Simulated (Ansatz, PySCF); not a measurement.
Reaction (SMILES): N[Si](Cl)(Cl)Cl → Cl[Si](Cl)Cl + [NH2] (NH2) (the N-Si bond at the site shown breaks; other sites are not compared here)
Structures are relaxed separately at B3LYP-D3(BJ)/def2-TZVP in Ansatz (a program for electronic structure), one conformer each, not searched for the lowest. Frequencies are from Ansatz or PySCF.

Wanted: bond dissociation energy (0 K, with B3LYP-D3(BJ) harmonic zero-point energies), in kcal/mol. Valence correlation only, unless marked. Open shells are spin-unrestricted. Spin-orbit coupling is left out. Non-relativistic. CBS(X,Y): correlation extrapolated as X^-3; Hartree-Fock from the larger set. The bracket is a focal-point correction in the basis named.

| level | program | bond dissociation energy (kcal/mol) |
|---|---|---|
| r2SCAN-D4/def2-TZVPD | Ansatz + dftd4 | 101.3 |
| PBE0/STO-3G | Ansatz | 100.0 |

Predict the RI-MP2/CBS(cc-pV(T+d)Z,cc-pV(Q+d)Z)+[CCSD(T)-MP2]/cc-pV(T+d)Z result (Ansatz).

110.8 kcal/mol, so PBE0/STO-3G differs from it by -10.8 kcal/mol.
